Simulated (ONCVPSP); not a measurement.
tin (Sn), ONCV: configuration errors across variants

```
Element                 : Sn (Z = 50)
Generator               : ONCVPSP 4.0.1
Type                    : optimised norm-conserving Vanderbilt (ONCV)
Functional              : LDA (Perdew-Zunger)
Relativity              : scalar-relativistic
Frozen core             : [Ar] 3d10
Valence charge          : 22
Reference configuration : 4s2 4p6 4d10 5s1.75 5p2.25
Partial waves           : 4s+5s: rc 1.55 bohr, ncon 4, nbas 8, qcut 9.3 1/bohr, 2 projectors; 4p+5p: rc 1.40 bohr, ncon 4, nbas 9, qcut 12.3 1/bohr, 2 projectors; 4d: rc 1.05 bohr, ncon 3, nbas 7, qcut 10.9 1/bohr, 2 projectors, debl 0.7 Ha
Local potential         : polynomial inside 0.80 bohr (lpopt 3, dvloc0 0 Ha)
Core correction         : none
```

In the d channel the program set the typed energies aside and used -0.966, 0.250 Ha.

All-electron excitation energies from the reference (eV): (1) 4s2 4p6 4d10 5s2 5p2 -1.744; (2) 4s2 4p6 4d10 5s2 5p1 5.354; (3) 4s2 4p6 4d10 5s2 5p0 19.619; (4) 4s2 4p6 4d9 5s2 5p3 22.604.

1 further variants failed, have other tests or too few solved ones, and are left out.

Errors AE − PS in meV (a dash: test not solved or not reliable):

| change | (1) | (2) | (3) | (4) | bound ghosts | GHOST(+) flags above zero |
| --- | --- | --- | --- | --- | --- | --- |
| base | +0.2 | -1.2 | -4.1 | +1.3 | none | s |
| all radii scaled by about 0.81 (s 1.26, p 1.14, d 0.84 bohr); local potential polynomial inside 0.64 bohr (lpopt 3, dvloc0 0 Ha) | +0.1 | -1.1 | -3.8 | -0.1 | none | s |
| all radii scaled by about 0.86 (s 1.34, p 1.20, d 0.90 bohr); local potential polynomial inside 0.70 bohr (lpopt 3, dvloc0 0 Ha) | +0.1 | -1.1 | -3.9 | +0.5 | none | s |
| all radii scaled by about 0.95 (s 1.46, p 1.32, d 1.00 bohr); local potential polynomial inside 0.76 bohr (lpopt 3, dvloc0 0 Ha) | +0.2 | -1.2 | -4.0 | +0.9 | none | s |
| all radii scaled by about 1.11 (s 1.72, p 1.56, d 1.18 bohr); local potential polynomial inside 0.90 bohr (lpopt 3, dvloc0 0 Ha) | +0.1 | -1.3 | -4.4 | +2.2 | none | s |
| all radii scaled by about 1.23 (s 1.90, p 1.72, d 1.28 bohr); local potential polynomial inside 0.98 bohr (lpopt 3, dvloc0 0 Ha) | +0.1 | -1.4 | -4.5 | +4.0 | none | none |

Problem. Give the same row for: all radii scaled by about 1.03 (s 1.60, p 1.44, d 1.08 bohr); local potential polynomial inside 0.82 bohr (lpopt 3, dvloc0 0 Ha).

Solution. +0.2, -1.2, -4.2, +1.4; bound ghosts: none; GHOST(+) flags above zero: s.
